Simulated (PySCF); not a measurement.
C₃HCl₂NO.
SMILES with atom numbers: `[Cl:1][c:2]1[cH:3][n:4][c:5]([Cl:6])[o:7]1` (hydrogens: H8 on C3)

Vertical excitations from PySCF (density fitting, frozen core in the response, grid level 2 and gas phase unless stated; continuum runs use non-equilibrium linear response for the excitations) on a GFN2-xTB geometry. Reference run:

```
                              settings    S1, eV (f)    S2, eV (f)    S3, eV (f)    S4, eV (f)    S5, eV (f)    S6, eV (f)  T1, eV (Tamm–Dancoff)  mean α (au)
PBE0/def2-SVPD, full TDDFT, 6 singlets  5.75 (0.319)  6.11 (0.000)  6.41 (0.002)  6.70 (0.003)  6.83 (0.000)  6.87 (0.054)                   3.83         71.5
```

Problem. What do these settings give: (1) B97-2/def2-TZVPP, fitting basis def2-qzvpp-jkfit, TDA, 25 singlets; (2) PBE/def2-TZVPP, full TDDFT, 3 singlets; (3) HSE06/def2-SVPD, full TDDFT, 1 singlet; (4) PBE0/pcSseg-0, IEF-PCM chloroform, energy threshold 1e-06 Eh, full TDDFT, 6 singlets?

Solution. 
```json
{"settings": "B97-2/def2-TZVPP, fitting basis def2-qzvpp-jkfit, TDA, 25 singlets", "S1, eV (f)": "5.99 (0.404)", "S2, eV (f)": "6.02 (0.001)", "S3, eV (f)": "6.42 (0.001)", "S4, eV (f)": "6.79 (0.000)", "S5, eV (f)": "6.95 (0.060)", "S6, eV (f)": "7.65 (0.001)", "T1, eV (Tamm–Dancoff)": "3.91", "mean α (au)": "66.4"}
{"settings": "PBE/def2-TZVPP, full TDDFT, 3 singlets", "S1, eV (f)": "5.39 (0.252)", "S2, eV (f)": "5.45 (0.000)", "S3, eV (f)": "5.75 (0.000)", "S4, eV (f)": "–", "S5, eV (f)": "–", "S6, eV (f)": "–", "T1, eV (Tamm–Dancoff)": "3.81", "mean α (au)": "68.5"}
{"settings": "HSE06/def2-SVPD, full TDDFT, 1 singlet", "S1, eV (f)": "5.73 (0.317)", "S2, eV (f)": "–", "S3, eV (f)": "–", "S4, eV (f)": "–", "S5, eV (f)": "–", "S6, eV (f)": "–", "T1, eV (Tamm–Dancoff)": "–", "mean α (au)": "71.7"}
{"settings": "PBE0/pcSseg-0, IEF-PCM chloroform, energy threshold 1e-06 Eh, full TDDFT, 6 singlets", "S1, eV (f)": "5.96 (0.327)", "S2, eV (f)": "6.34 (0.003)", "S3, eV (f)": "6.94 (0.001)", "S4, eV (f)": "7.36 (0.050)", "S5, eV (f)": "7.71 (0.007)", "S6, eV (f)": "7.80 (0.001)", "T1, eV (Tamm–Dancoff)": "4.07", "mean α (au)": "56.8"}
```

(1) S1 moves by +0.24 eV; functional, basis and response scheme change together, so the shift can't be laid on one. (2) S1 moves by -0.36 eV; functional and basis change together, so the shift can't be laid on one. (3) S1 moves by -0.02 eV (HSE06 has 25 % exact exchange at short range alone, PBE0 25 % exact exchange). (4) S1 moves by +0.21 eV; basis and environment change together, so the shift can't be laid on one. States are counted by energy in each run and needn't keep their character from row to row.

Problem. Which orbital pairs make up S1 in each run, and how does it sit against the orbital gap?

Solution. 
```tsv
settings	S1 configurations (weight)	S1 (eV)	orbital gap (eV)	S1 − gap (eV)
PBE0/def2-SVPD, full TDDFT, 6 singlets	H→L 0.97	5.75	6.40	-0.65
B97-2/def2-TZVPP, fitting basis def2-qzvpp-jkfit, TDA, 25 singlets	H→L 0.92	5.99	6.09	-0.10
PBE/def2-TZVPP, full TDDFT, 3 singlets	H→L 0.94	5.39	4.38	+1.01
HSE06/def2-SVPD, full TDDFT, 1 singlet	H→L 0.97	5.73	5.62	+0.11
PBE0/pcSseg-0, IEF-PCM chloroform, energy threshold 1e-06 Eh, full TDDFT, 6 singlets	H→L 0.97	5.96	6.65	-0.69
```

Geometry: GFN2-xTB; no vibrations or thermal averaging.
